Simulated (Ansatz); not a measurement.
Input file for Ansatz (a program for electronic structure): R-CCSD(T)/cc-pVDZ on CH6GeO2 (SMILES C[O][GeH2][OH]), a point of a torsion scan. The run froze 17 orbitals, filled d shells among them.

Ansatz 0.2 input:
```yaml
crystal:
  periodic: [false, false, false]
  atoms:
    - {symbol: C, position_ang: [1.64009464, -0.16637100, -0.06665801]}
    - {symbol: O, position_ang: [0.62225886, 0.79941379, 0.10549992]}
    - {symbol: Ge, position_ang: [-1.07846800, 0.52787389, 0.26656501]}
    - {symbol: O, position_ang: [-1.57375065, -0.28001688, -1.19930199]}
    - {symbol: H, position_ang: [2.57626339, 0.37770414, -0.20096355]}
    - {symbol: H, position_ang: [1.72623739, -0.81489308, 0.80827652]}
    - {symbol: H, position_ang: [1.45538430, -0.78451828, -0.94756543]}
    - {symbol: H, position_ang: [-1.43214006, -0.35711542, 1.44261361]}
    - {symbol: H, position_ang: [-1.58477110, 1.93096767, 0.33328315]}
    - {symbol: H, position_ang: [-2.48148893, -0.55704476, -1.29134307]}
basis:
  gaussian:
    orbitals: cc-pVDZ
magnetization: {spin_polarized: false}
correlation: {method: ccsd_t, electrons: outside_noble_gas}
scf: {lower_state_search: off}
```

Program output:

```
WARN ansatz: RAYON_NUM_THREADS=1 ignored (pool sized by the plan → 1); use --threads N
Functional definition: HF
these checks for a lower state are left out or cut short: stability, starts, cluster_reference, orbital_swaps, neighbouring_geometries, increment
integrals: 0.12 GiB planned
970 factors; integrals over basis functions are off by at most 1.4e-3 eV
mean field: 0.26 GiB planned
mean field evaluation 1: about -61669.6498 eV, gradient 4.2e1 eV
mean field evaluation 2: about -61669.6620 eV, gradient 4.2e1 eV
mean field evaluation 4: about -61673.2216 eV, gradient 3.0e0 eV
mean field evaluation 8: about -61673.2509 eV, gradient 1.8e-1 eV
mean field -61673.25102581 eV, -2266.4501715675 hartree, gradient 1.5e-6 eV, S^2 0.000000; 0 other end points of the search recorded, 0 dependent functions left out
17 core orbitals not correlated
reference -61673.25102581 eV, -2266.4501715675 hartree; 13, 13 occupied and 69, 69 virtual orbitals, 970 factors
second order -16.73052654 eV of doubles, -0.00000000 eV of singles
coupled cluster: 0.31 GiB planned
cycle   1  -17.22806793 eV  change   -5.0e-1 eV  update   9.6e-2
cycle   2  -17.67780192 eV  change   -4.5e-1 eV  update   2.7e-2
cycle   3  -17.79561944 eV  change   -1.2e-1 eV  update   1.5e-2
cycle   4  -17.78959370 eV  change    6.0e-3 eV  update   3.1e-3
cycle   5  -17.78930012 eV  change    2.9e-4 eV  update   1.4e-3
cycle   6  -17.78978516 eV  change   -4.9e-4 eV  update   4.3e-4
cycle   7  -17.78956984 eV  change    2.2e-4 eV  update   1.7e-4
cycle   8  -17.78949059 eV  change    7.9e-5 eV  update   5.0e-5
cycle   9  -17.78949983 eV  change   -9.2e-6 eV  update   1.8e-5
perturbative correction -0.40714830 eV, -0.0149624239 hartree
Total energy: -61691.44767394 eV, -2267.1188860521 hartree
Checks for a lower state left out: stability, starts, cluster_reference, orbital_swaps, neighbouring_geometries, increment
```

The calculation finished and met its thresholds.

Cost: roughly 6 core-seconds.
